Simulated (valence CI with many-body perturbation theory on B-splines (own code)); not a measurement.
## Hg L: electric-dipole lines

Calculated by configuration interaction combined with many-body perturbation theory (CI+MBPT): three valence electrons over a frozen Dirac-Fock core [Ar] 3d10, a basis of 11 s, 11 p, 10 d, 8 f, 5 g, 2 h functions for each j, with the one-electron correlation potential Σ1 (screened to all orders), the two-electron term Σ2, the three-electron term Σ3, Breit, model QED; selected single and double excitations, second order for the rest, scaled by the run's own slope (own B-spline code, finite nucleus).

No measured spectrum was set against this ion. As an estimate, large intervals hold to a few tenths of a per cent, small ones and those within an open d or f shell to about a per cent.

Lines 101 to 150 of 562 in falling wavelength, among levels below 75.555 Ry, chosen from the strongest by gf and those to the six lowest levels. Wavelengths and rates use the calculated energies. Electric multipoles are in the length gauge with retardation, E1 and E2 with the static RPA response of the core. Weak lines are less certain than strong ones. Lines between different terms over intervals too small for the method are left out, as are lines whose strength nearly cancels. Where a level lies close to another of its J and parity, the split of strength between their lines is uncertain. The highest levels of a list are the least certain.

Levels are named by their leading jj configuration (3d3/2^4 stands for four electrons in 3d with j = 3/2), which in mixed levels can hold well under half, so a name can repeat and another be missing. Letters in brackets count levels of one name in rising energy.

```tsv
λ vac (nm)	Upper	Lower	A (s⁻¹)	S (a.u.) with core polarisation	S without
6.138	(4s 4p3/2 4f7/2) J=5/2 [b]	(4s 4p3/2 4d5/2) J=3/2 [b]	3.25e+11	2.22e-01	2.33e-01
6.136	(4p1/2 4p3/2 4f7/2) J=5/2 [a]	(4p1/2 4p3/2 4d5/2) J=3/2 [a]	2.58e+11	1.77e-01	1.85e-01
6.130	(4s 4d3/2 4f7/2) J=3/2	(4s 4d3/2 4d5/2) J=3/2 [b]	1.19e+11	5.39e-02	5.66e-02
6.121	(4p1/2 4p3/2 4d5/2) J=5/2 [a]	(4p1/2 4p3/2^2) J=5/2	1.62e+11	1.10e-01	1.16e-01
6.121	(4s 4d5/2 4f5/2) J=5/2 [b]	(4s 4p3/2 4f5/2) J=5/2 [b]	1.43e+11	9.68e-02	1.02e-01
6.119	(4p1/2 4p3/2 4f5/2) J=7/2 [b]	(4p1/2 4p3/2 4d5/2) J=5/2 [a]	6.30e+10	5.70e-02	5.97e-02
6.112	(4s 4d5/2 4f5/2) J=9/2 [b]	(4s 4d5/2^2) J=7/2 [a]	3.15e+11	3.55e-01	3.73e-01
6.096	(4p1/2 4d5/2^2) J=5/2	(4p1/2 4p3/2 4d5/2) J=3/2 [b]	3.69e+11	2.47e-01	2.59e-01
6.095	(4s 4p3/2 4f7/2) J=3/2	(4s 4p3/2 4d5/2) J=3/2 [a]	2.16e+11	9.67e-02	1.02e-01
6.092	(4s 4d3/2 4d5/2) J=1/2	(4s 4p3/2 4d3/2) J=1/2 [b]	2.18e+11	4.87e-02	5.13e-02
6.091	(4p1/2 4d5/2^2) J=3/2	(4p1/2 4p3/2 4d5/2) J=1/2	4.19e+11	1.87e-01	1.97e-01
6.086	(4p1/2 4p3/2 4f7/2) J=9/2 [c]	(4p1/2 4p3/2 4d5/2) J=9/2	1.15e+11	1.28e-01	1.35e-01
6.084	(4s 4d5/2^2) J=7/2 [b]	(4s 4p3/2 4d5/2) J=5/2 [b]	7.23e+11	6.43e-01	6.76e-01
6.083	(4s 4d5/2^2) J=3/2	(4s 4p3/2 4d5/2) J=3/2 [b]	1.92e+11	8.52e-02	8.97e-02
6.081	(4p1/2 4d3/2 4d5/2) J=5/2 [b]	(4p1/2 4p3/2 4d3/2) J=3/2 [b]	8.39e+10	5.59e-02	5.88e-02
6.080	(4s 4p1/2 4d5/2) J=3/2	(4s 4p1/2 4p3/2) J=1/2	2.35e+11	1.04e-01	1.10e-01
6.071	(4s 4d5/2 4f7/2) J=7/2	(4s 4p3/2 4f5/2) J=5/2 [b]	8.27e+10	7.31e-02	7.70e-02
6.070	(4p1/2 4d5/2^2) J=3/2	(4p1/2 4p3/2 4d5/2) J=3/2 [b]	1.19e+11	5.25e-02	5.52e-02
6.059	(4s 4d5/2 4f5/2) J=11/2	(4s 4p3/2 4f5/2) J=9/2	4.28e+11	5.64e-01	5.92e-01
6.057	(4s 4p1/2 4d5/2) J=5/2 [b]	(4s 4p1/2 4p3/2) J=3/2 [b]	2.30e+11	1.52e-01	1.59e-01
6.053	(4p1/2 4p3/2 4f7/2) J=11/2	(4p1/2 4p3/2 4d5/2) J=9/2	2.71e+11	3.56e-01	3.73e-01
6.047	(4s 4p1/2 4d5/2) J=5/2 [a]	(4s 4p1/2 4p3/2) J=5/2	1.33e+10	8.69e-03	9.15e-03
6.047	(4p1/2 4d3/2 4d5/2) J=7/2 [a]	(4p1/2 4p3/2 4d3/2) J=5/2 [a]	1.21e+11	1.06e-01	1.12e-01
6.042	(4s 4d5/2 4f5/2) J=1/2 [b]	(4s 4p3/2 4f5/2) J=3/2 [b]	2.84e+11	6.18e-02	6.50e-02
6.041	(4p1/2 4d3/2 4d5/2) J=5/2 [a]	(4p1/2 4p3/2 4d3/2) J=3/2 [a]	1.01e+11	6.58e-02	6.93e-02
6.040	(4s 4d5/2 4f5/2) J=7/2 [b]	(4s 4p3/2 4f7/2) J=5/2 [a]	1.17e+11	1.02e-01	1.07e-01
6.037	(4s 4d5/2 4f7/2) J=9/2	(4s 4p3/2 4f5/2) J=9/2	9.70e+10	1.05e-01	1.11e-01
6.035	(4s 4d5/2 4f5/2) J=9/2 [b]	(4s 4p3/2 4f7/2) J=7/2 [b]	2.72e+11	2.95e-01	3.11e-01
6.034	(4p1/2 4p3/2 4f7/2) J=9/2 [b]	(4p1/2 4p3/2 4d5/2) J=7/2 [a]	1.69e+11	1.83e-01	1.92e-01
6.024	(4s 4d5/2 4f7/2) J=13/2	(4s 4p3/2 4f7/2) J=11/2	4.27e+11	6.45e-01	6.79e-01
6.022	(4s 4p3/2 4f7/2) J=9/2 [a]	(4s 4p3/2 4d5/2) J=9/2	1.05e+11	1.14e-01	1.19e-01
6.022	(4s 4d5/2^2) J=9/2	(4s 4p3/2 4d5/2) J=7/2 [b]	4.27e+11	4.60e-01	4.84e-01
6.019	(4s 4d5/2^2) J=1/2	(4s 4p3/2 4d5/2) J=3/2 [b]	4.15e+11	8.93e-02	9.40e-02
6.009	(4s 4p1/2 4d5/2) J=3/2	(4s 4p1/2 4p3/2) J=3/2 [b]	8.00e+10	3.43e-02	3.61e-02
6.009	(4p1/2 4p3/2 4f7/2) J=5/2 [b]	(4p1/2 4p3/2 4d5/2) J=5/2 [a]	3.67e+11	2.36e-01	2.48e-01
6.007	(4p1/2 4d5/2^2) J=9/2	(4p1/2 4p3/2 4d5/2) J=7/2 [b]	7.81e+11	8.35e-01	8.78e-01
6.001	(4p1/2 4d5/2^2) J=5/2	(4p1/2 4p3/2 4d5/2) J=7/2 [b]	9.68e+10	6.19e-02	6.52e-02
6.000	(4p1/2 4p3/2 4f7/2) J=3/2	(4p1/2 4p3/2 4d5/2) J=3/2 [a]	3.43e+11	1.46e-01	1.54e-01
5.997	(4p1/2 4d3/2 4d5/2) J=3/2 [b]	(4p1/2 4p3/2 4d3/2) J=1/2 [b]	1.18e+11	5.03e-02	5.29e-02
5.995	(4s 4d3/2 4d5/2) J=9/2	(4s 4p3/2 4d3/2) J=7/2	5.03e+10	5.35e-02	5.65e-02
5.981	(4p1/2 4p3/2 4f7/2) J=9/2 [c]	(4p1/2 4p3/2 4d5/2) J=7/2 [a]	2.36e+11	2.49e-01	2.61e-01
5.980	(4s 4p3/2 4f5/2) J=5/2 [b]	(4s 4p3/2 4d5/2) J=5/2 [a]	1.03e+11	6.54e-02	6.88e-02
5.980	(4p1/2 4d3/2 4d5/2) J=5/2 [a]	(4p1/2 4p3/2 4d3/2) J=5/2 [a]	1.60e+11	1.01e-01	1.07e-01
5.972	(4s 4d3/2 4d5/2) J=7/2 [a]	(4s 4p3/2 4d3/2) J=5/2 [a]	1.05e+11	8.85e-02	9.34e-02
5.967	(4p1/2 4d5/2^2) J=7/2	(4p1/2 4p3/2 4d5/2) J=5/2 [b]	1.02e+12	8.57e-01	9.01e-01
5.958	(4s 4d5/2^2) J=3/2	(4s 4p3/2 4d5/2) J=1/2	4.27e+11	1.78e-01	1.88e-01
5.953	(4s 4d5/2 4f5/2) J=5/2 [a]	(4s 4p3/2 4f5/2) J=3/2 [a]	1.26e+11	7.86e-02	8.28e-02
5.952	(4s 4p3/2 4d5/2) J=5/2 [a]	(4s 4p3/2^2) J=5/2	2.78e+11	1.74e-01	1.83e-01
5.950	(4p1/2^2 4d5/2) J=5/2	(4p1/2^2 4p3/2) J=3/2	3.01e+11	1.88e-01	1.97e-01
5.950	(4s 4d3/2 4f7/2) J=7/2 [b]	(4s 4d3/2 4d5/2) J=7/2 [a]	6.26e+10	5.20e-02	5.47e-02
```
